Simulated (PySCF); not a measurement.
C8H12.
Atom-mapped SMILES: `[CH2:1]=[C:2]([CH3:3])/[CH:4]=[CH:5]\[C:6](=[CH2:7])[CH3:8]` (hydrogens: H9, H10 on C1; H11, H12, H13 on C3; H14 on C4; H15 on C5; H16, H17 on C7; H18, H19, H20 on C8)

Computed with PySCF at CAM-B3LYP/def2-SVPD, non-relativistic, on one gas-phase PBE0-D3(BJ)/def2-SVP geometry that isn't relaxed in the solvent. The solvent is an IEF-PCM continuum (Bondi radii, 1.10 Å for H, scaled by 1.2). Specific hydrogen bonds and non-electrostatic terms are outside this model.

Gas phase at CAM-B3LYP/def2-SVPD: HOMO -7.76 eV, LUMO 0.03 eV, dipole 0.17 D.

Q: What does the continuum do to the energy, the frontier levels and the dipole at CAM-B3LYP/def2-SVPD in cyclohexane?

A: 
```csv
solvent,ε,E(solvent) − E(gas) (kcal/mol),polarisation term (kcal/mol),distortion of the solute (kcal/mol),HOMO (eV),LUMO (eV),dipole (D)
cyclohexane,2.017,-0.93,-0.96,0.03,-7.73,0.06,0.20
```

Polarisation term: ½ Σ q·V over the induced surface charges. Distortion: the rise of the solute's own energy as its density leaves the gas-phase optimum.

Q: How does the static polarisability (CAM-B3LYP/def2-SVPD, frozen core, with the continuum's full static response) change?

A: 
```csv
medium,isotropic (au),principal values (au),⟨r²⟩ of the electrons (bohr²)
gas,103.1,"80.0, 85.6, 143.8",1147.7
cyclohexane,117.5,"89.8, 96.4, 166.5",1147.4
```

The isotropic value in cyclohexane is 1.14 times the gas-phase one; no cavity-field correction is applied. ⟨r²⟩ is taken about the centre of nuclear charge.

The values belong to the conformer `[CH2:1]=[C:2]([CH3:3])/[CH:4]=[CH:5]\[C:6](=[CH2:7])[CH3:8]`: C1–C2–C4–C5 -138°, C4–C5–C6–C7 -140°.
